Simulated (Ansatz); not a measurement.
Abridged output of a molecular run in Ansatz:

```
Functional definition: HF
1834 factors; integrals over basis functions are off by at most 4.5e-4 eV
mean field evaluation 1: about -14464.1295 eV, gradient 5.5e1 eV
mean field evaluation 2: about -14464.1821 eV, gradient 5.5e1 eV
mean field evaluation 4: about -14469.9759 eV, gradient 3.1e0 eV
mean field evaluation 8: about -14470.0314 eV, gradient 1.5e-1 eV
mean field -14470.03147514 eV, -531.7638485719 hartree, gradient 1.1e-6 eV, S^2 0.000000; 0 other end points of the search recorded, 0 dependent functions left out
10 core orbitals not correlated: weight in the atoms' cores, before any rotation towards them, 1.000 or more for the frozen orbitals, at most 0.000 for the correlated occupied ones
reference -14470.03147514 eV, -531.7638485719 hartree; 22, 22 occupied and 214, 214 virtual orbitals, 1834 factors
second order -29.82085570 eV of doubles, -0.00000000 eV of singles
cycle   1  -29.20369933 eV  change    6.2e-1 eV  update   1.4e-1
cycle   2  -29.98337476 eV  change   -7.8e-1 eV  update   4.1e-2
cycle   3  -30.14453014 eV  change   -1.6e-1 eV  update   2.2e-2
cycle   4  -30.12832238 eV  change    1.6e-2 eV  update   5.6e-3
cycle   5  -30.12363393 eV  change    4.7e-3 eV  update   2.2e-3
cycle   6  -30.12440757 eV  change   -7.7e-4 eV  update   6.3e-4
cycle   7  -30.12425240 eV  change    1.6e-4 eV  update   2.5e-4
cycle   8  -30.12412273 eV  change    1.3e-4 eV  update   7.6e-5
cycle   9  -30.12415738 eV  change   -3.5e-5 eV  update   2.8e-5
perturbative correction -0.94763296 eV, -0.0348248690 hartree
Total energy: -14501.10326548 eV, -532.9057158057 hartree
```

Its atoms:

Cartesian coordinates in Å:
```
O -0.533 1.166 0.505
In 1.469 0.764 -0.214
O 0.533 -1.166 -0.503
In -1.470 -0.764 0.213
H -0.575 1.497 1.404
H 2.445 0.707 1.191
H 1.638 1.419 -1.787
H 0.577 -1.501 -1.401
H -2.443 -0.703 -1.194
H -1.643 -1.419 1.785
```

(1) Which basis set was used?
A. cc-pV(Q+d)Z
B. def2-TZVPP
C. def2-SVPD
D. cc-pV(D+d)Z

(2) Write the keys of the input that set method, charge and spin (a neutral closed shell needs none for the last two).

Results:

(1) B. It gives 246 functions.

(2) 
```yaml
correlation: {method: ccsd_t}
```
